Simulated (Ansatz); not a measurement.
Geometry optimisation, Ansatz, DFT PBE, scalar-relativistic, plane waves, PAW.

The input (input.yaml):

```yaml
crystal:
  lattice:
    - [7.67918, 0.0, 0.0]
    - [0.0, 7.67918, 0.0]
    - [0.0, 0.0, 18.254362]
  atoms:
    - { symbol: H, position: [0.40939201, 0.0, 0.05478143] }
    - { symbol: H, position: [0.09060797, 0.0, 0.05478143] }
    - { symbol: H, position: [0.90939198, 0.0, 0.05478143] }
    - { symbol: H, position: [0.59060795, 0.0, 0.05478143] }
    - { symbol: H, position: [0.40939201, 0.49999998, 0.05478143] }
    - { symbol: H, position: [0.09060797, 0.49999998, 0.05478143] }
    - { symbol: H, position: [0.90939198, 0.49999998, 0.05478143] }
    - { symbol: H, position: [0.59060795, 0.49999998, 0.05478143] }
    - { symbol: Si, position: [0.24999999, 0.0, 0.10219475] }
    - { symbol: Si, position: [0.74999997, 0.0, 0.10219475] }
    - { symbol: Si, position: [0.24999999, 0.49999998, 0.10219475] }
    - { symbol: Si, position: [0.74999997, 0.49999998, 0.10219475] }
    - { symbol: Si, position: [0.24999999, 0.24999999, 0.17656054] }
    - { symbol: Si, position: [0.74999997, 0.24999999, 0.17656054] }
    - { symbol: Si, position: [0.24999999, 0.74999997, 0.17656054] }
    - { symbol: Si, position: [0.74999997, 0.74999997, 0.17656054] }
    - { symbol: Si, position: [0.0, 0.24999999, 0.25092633] }
    - { symbol: Si, position: [0.49999998, 0.24999999, 0.25092633] }
    - { symbol: Si, position: [0.0, 0.74999997, 0.25092633] }
    - { symbol: Si, position: [0.49999998, 0.74999997, 0.25092633] }
    - { symbol: Si, position: [0.0, 0.0, 0.32529211] }
    - { symbol: Si, position: [0.49999998, 0.0, 0.32529211] }
    - { symbol: Si, position: [0.0, 0.49999998, 0.32529211] }
    - { symbol: Si, position: [0.49999998, 0.49999998, 0.32529211] }
    - { symbol: Si, position: [0.24999999, 0.09690689, 0.39746664] }
    - { symbol: Si, position: [0.74999997, 0.09690689, 0.39746664] }
    - { symbol: Si, position: [0.24999999, 0.40309309, 0.37774533] }
    - { symbol: Si, position: [0.74999997, 0.40309309, 0.37774533] }
    - { symbol: H, position: [0.24999999, 0.46898023, 0.45218572] }
    - { symbol: H, position: [0.74999997, 0.46898023, 0.45218572] }
    - { symbol: Cl, position: [1.0105655, 0.77088203, 0.47793299] }
    - { symbol: Cl, position: [1.26588335, 0.71946104, 0.48067206] }
basis:
  ecutwfc: 420.0
kpoints:
  mp_grid: { grid: [2, 2, 1] }
hamiltonian:
  xc: pbe
  pseudopotentials: { kind: paw, azcp: { folder: soft_1 } }
scf:
  occupations: { method: fermi_dirac, width: 0.02 }
  lower_state_search: "off"
relax:
  f_tol: 0.03
  max_steps: 60
  adjacent_minimum: "off"
  constraints: [{ sites: [0, 1, 2, 3, 4, 5, 6, 7, 8, 9, 10, 11] }]
```

Launched with:

```bash
$ ansatz run input.yaml --threads 2 --pin off --max-ram 5120MiB --backend cpu --events-out ev --progress --plain --runs-dir out
```

**Question.** Where does it end, and by what steps?

**Answer.** The forces met the threshold. Limits of this set-up: coarse k mesh, thin slab, slab without dipole correction, no dispersion correction for a molecule that may bind weakly. After 16 steps the energy has fallen by 7.231 eV; Cl31 moved furthest, 2.66 Å. Parted: Cl31–Cl32. Joined: Si25–Cl32, Si26–Cl31.

| step | energy less start (eV) | largest force component (eV/Å) | accepted |
| --- | --- | --- | --- |
| 0 | 0.0000 | 1.880 | yes |
| 1 | -1.0778 | 1.318 | yes |
| 2 | -1.8257 | 1.024 | yes |
| 3 | -2.3276 | 1.116 | yes |
| 4 | -2.8132 | 1.471 | yes |
| 5 | -3.4419 | 1.796 | yes |
| 6 | -4.2223 | 1.870 | yes |
| 7 | -5.0080 | 1.581 | yes |
| 8 | -5.8716 | 1.319 | yes |
| 9 | -6.2952 | 1.106 | yes |
| 10 | -6.5966 | 0.629 | yes |
| 11 | -6.8011 | 0.470 | yes |
| 12 | -6.9601 | 0.340 | yes |
| 13 | -7.0880 | 0.240 | yes |
| 14 | -7.1740 | 0.155 | yes |
| 15 | -7.2211 | 0.067 | yes |
| 16 | -7.2306 | 0.028 | yes |

```xyz
32
Lattice="7.6792 0.0000 0.0000 0.0000 7.6792 0.0000 0.0000 0.0000 18.2544" Properties=species:S:1:pos:R:3
H 3.144 0.000 1.000
H 0.696 0.000 1.000
H 6.983 0.000 1.000
H 4.535 0.000 1.000
H 3.144 3.840 1.000
H 0.696 3.840 1.000
H 6.983 3.840 1.000
H 4.535 3.840 1.000
Si 1.920 0.000 1.865
Si 5.759 0.000 1.865
Si 1.920 3.840 1.865
Si 5.759 3.840 1.865
Si 1.922 1.920 3.165
Si 5.761 1.920 3.165
Si 1.919 5.759 3.277
Si 5.759 5.758 3.277
Si 0.002 1.930 4.488
Si 3.842 1.930 4.488
Si -0.001 5.754 4.689
Si 3.839 5.754 4.690
Si -0.003 0.089 5.952
Si 3.837 0.089 5.953
Si -0.002 3.750 5.975
Si 3.838 3.750 5.975
Si 1.917 0.721 7.167
Si 5.757 0.722 7.167
Si 1.918 3.142 7.196
Si 5.757 3.143 7.195
H 1.917 3.639 8.611
H 5.756 3.640 8.610
Cl 5.764 7.631 9.109
Cl 9.600 7.625 9.107
```

The run took 3 min on 2 threads of Arm Neoverse V1 (shared host), peak memory 1.4 GiB.
